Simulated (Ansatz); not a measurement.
Gas-phase reaction R1 → 3 P1, each structure at its B3LYP-D3(BJ)/def2-TZVP stationary point, reached from a drawn start (curvature not checked).
R1, O3 (SMILES O=[O+][O-]) (charge 0, multiplicity 1):
```csv
atom,x (Å),y (Å),z (Å)
O,0.0000,1.0761,-0.2143
O,0.0000,0.0000,0.4286
O,0.0000,-1.0761,-0.2143
```
P1: O atom, charge 0, multiplicity 3.

P less R. No zero-point or thermal terms; singlets are restricted closed shells; open shells are unrestricted; no spin–orbit coupling.

Frozen-core correlation throughout.

Codes used: Ansatz (Gaussian orbitals). No computed number here is a measurement.

PBE/def2-TZVPP gives 184.49 kcal/mol for the reaction energy.

Where do these levels fall relative to PBE: r2SCAN/def2-TZVPP, PBE0/def2-TZVPP, wB97M-V/def2-TZVPP, B2PLYP/def2-TZVPP, MP2/cc-pVQZ, CCSD(T)/cc-pVQZ.

r2SCAN/def2-TZVPP -32.81; PBE0/def2-TZVPP -45.02; wB97M-V/def2-TZVPP -45.83; B2PLYP/def2-TZVPP -40.82; MP2/cc-pVQZ -18.08; CCSD(T)/cc-pVQZ -45.76 kcal/mol. 0 of 6 lie above PBE; the widest gap is to wB97M-V/def2-TZVPP.

Doubts at one or more of the structures used: other coupled-cluster roots may lie near (CCSD(T)/cc-pVQZ).

Ansatz is an electronic-structure program.
